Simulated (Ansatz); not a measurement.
HN, triplet, geometry from GFN2-xTB. Base run: SVWN5/6-31G** run with Ansatz (a first-principles code).

Input for Ansatz:
Ansatz 0.2 input:
```yaml
crystal:
  periodic: [false, false, false]
  atoms:
    - {symbol: N, position_ang: [-0.00000000, -0.00000000, -0.12795737]}
    - {symbol: H, position_ang: [0.00000000, 0.00000000, 0.89570158]}
basis:
  gaussian:
    orbitals: 6-31G__.json
hamiltonian:
  xc: {name: SVWN5}
magnetization: {spin_polarized: true, initial_magnetization: 2}
```
The basis file holds 6-31G** in the JSON format of the Basis Set Exchange.

Each row names what was changed in the base input (with any setting that the change needs).

```
change                                                           ΔE vs base (kcal/mol)
---------------------------------------------------------------  ---------------------
base                                                                             0.000
final_grid = 4, 8, 17                                                            0.013
point_charge = charge:1.0 position_ang:-0.0178, -3.4512, 1.0335                   1.55
lower_state_search = full                                                        0.000
accuracy = high                                                                  0.000
forces = on                                                                      0.000
fitting.mean_field = cc-pVTZ-JKFIT                                              -0.010
final_grid = 10, 20, 41                                                          0.000
fitting.mean_field = def2-universal-JKFIT                                       -0.010
final_grid = 14, 28, 59                                                          0.000
point_charge = charge:0.5 position_ang:0.2397, 3.4001, 1.2294                     1.14
```
